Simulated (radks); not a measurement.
Results of a calculation; reference values are marked as such.
Spherical quantum dot in the effective-mass picture: electrons in a parabolic well V = omega^2 r^2 / 2 with omega = 1.86, with a point charge +1 (a donor) at the centre, all in effective atomic units (hartree* = m*/eps^2 hartree, bohr* = eps/m* bohr), one dielectric constant everywhere. Level of theory: non-relativistic Kohn-Sham, LDA (Slater exchange, Perdew-Wang correlation), spin-polarised, spherical densities (a radial shooting solver with Libxc functionals). Levels are named by radial order and angular momentum (1s, 1p, 1d, 2s, ...), and open shells are averaged over m. Results are scaled to m* = 0.066 and eps = 8.9, for which hartree* = 22.67 meV and bohr* = 7.136 nm.

N = 12, configuration 1s2 1p6 1d(up 2, down 0) 2s2. This is the lowest configuration that the search found. Occupied and some empty levels:

| level | occupation | eigenvalue (meV) | <r> (nm) |
|---|---|---|---|
| 1s up | 1 | 228.76 | 6.655 |
| 1s down | 1 | 229.72 | 6.598 |
| 1p up | 3 | 261.25 | 9.233 |
| 1p down | 3 | 262.68 | 9.214 |
| 2s up | 1 | 289.16 | 9.481 |
| 2s down | 1 | 290.22 | 9.519 |
| 1d up | 2 | 292.06 | 10.82 |
| 1d down | 0 | 293.60 | 10.83 |
| 1f up | 0 | 324.38 | 12.08 |
| 1f down | 0 | 325.87 | 12.10 |
| 2p up | 0 | 328.66 | 11.00 |
| 2p down | 0 | 329.65 | 11.02 |
| 1g up | 0 | 358.21 | 13.17 |
| 1g down | 0 | 359.57 | 13.20 |

Energy (meV): total 2103.57, kinetic 523.14, external 605.30, Hartree 1142.5, exchange-correlation -167.33.

Electron density:

| r (nm) | n(r) (e/nm^3) |
|---|---|
| 0.390 | 0.007932 |
| 1.86 | 0.005130 |
| 3.33 | 0.003334 |
| 4.80 | 0.002328 |
| 6.27 | 0.001828 |
| 7.74 | 0.001535 |
| 9.21 | 0.001237 |
| 10.7 | 0.0008831 |
| 12.2 | 0.0005347 |
| 13.6 | 0.0002695 |
| 15.1 | 0.0001123 |
| 16.6 | 0.00003859 |
| 18.0 | 0.00001096 |
| 19.5 | 2.579e-06 |
